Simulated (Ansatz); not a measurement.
Reaction (substitution at a C–C bond): `C=CCOC=C` + `N[SiH2][AlH2]` → `C=CN[SiH2][AlH2]` + `C=COC`

Computed with Ansatz on PBE0-D4/def2-TZVP structures; ΔE is electronic, products minus reactants. CCSD(T)/CBS adds triple-zeta CCSD(T) − MP2 to the extrapolated MP2 energy (def2 sets, frozen cores). Functionals use def2-TZVPP. B3LYP here is the variant with VWN-RPA as its local correlation; programs differ in this. Each species was taken in one conformer, which may not be the lowest.

`C=CCOC=C`:

Cartesian coordinates in Å:
```
C -2.025 -0.498 1.755
C -0.902 0.151 1.491
C -0.276 0.208 0.143
O 1.089 -0.147 0.265
C 1.820 -0.112 -0.863
C 1.421 0.207 -2.091
H -2.469 -0.485 2.743
H -2.545 -1.064 0.988
H -0.388 0.704 2.273
H -0.342 1.226 -0.269
H -0.782 -0.470 -0.554
H 2.846 -0.393 -0.651
H 0.407 0.488 -2.338
H 2.146 0.184 -2.892
```

`N[SiH2][AlH2]`:

Cartesian coordinates in Å:
```
N -1.453 -0.834 0.039
Si -0.066 -0.189 -0.770
Al 1.285 1.098 0.828
H -1.355 -1.185 0.978
H -2.133 -1.375 -0.472
H -0.555 0.672 -1.888
H 0.801 -1.215 -1.446
H 2.405 2.114 0.334
H 1.071 0.914 2.396
```

`C=CN[SiH2][AlH2]`:

```xyz
13

C    -0.890   -0.787    0.781
C    -1.308    0.232   -0.078
N    -0.615    0.591   -1.144
Si    1.148    0.109   -1.198
Al    1.101   -0.002    1.292
H    -0.459   -1.677    0.325
H    -1.525   -0.992    1.635
H    -2.185    0.829    0.170
H    -0.989    1.354   -1.687
H     1.716    1.149   -2.106
H     1.195   -1.161   -1.990
H     0.930    1.475    1.883
H     1.882   -1.121    2.117
```

`C=COC`:

```xyz
10

C     0.881    0.054    1.145
C     0.488   -0.919    0.328
O    -0.351   -0.833   -0.718
C    -0.884    0.441   -0.989
H     0.553    1.080    1.055
H     1.567   -0.186    1.945
H     0.837   -1.939    0.445
H    -1.534    0.329   -1.856
H    -1.467    0.813   -0.139
H    -0.089    1.160   -1.217
```

**Question.** Is it downhill or uphill in electronic energy at CCSD(T)/CBS, and by how much? (Best estimate.)

**Answer.** The calculation gave: Downhill: ΔE = -41.8 kJ/mol.

**Question.** What do these levels give: r2SCAN-D4, B3LYP-D4, ωB97X-V, ωB97M-V, B2PLYP, PBE, MP2/def2-TZVPP, SCS-MP2/def2-TZVPP, CCSD/def2-TZVPP, MP2/def2-QZVPP, SCS-MP2/def2-QZVPP, CCSD/CBS(def2)? (An estimate is asked.)

**Answer.** Computed: r2SCAN-D4 -66.2, B3LYP-D4 -50.3, ωB97X-V -50.9, ωB97M-V -53.9, B2PLYP -43.5, PBE -62.3, MP2/def2-TZVPP -49.9, SCS-MP2/def2-TZVPP -39.8, CCSD/def2-TZVPP -36.7, MP2/def2-QZVPP -47.8, SCS-MP2/def2-QZVPP -37.4, CCSD/CBS(def2) -33.7 kJ/mol.

Largest T1 diagnostic among the species: 0.016.

In def2-TZVPP, CCSD(T) changes the Hartree–Fock value by −31.1 kJ/mol (the triples alone add −8.2 kJ/mol) and MP2 by −36.1 kJ/mol. From PBE to PBE0 (25 % exact exchange), in def2-TZVPP and without D4, ΔE moves by +4.6 kJ/mol.
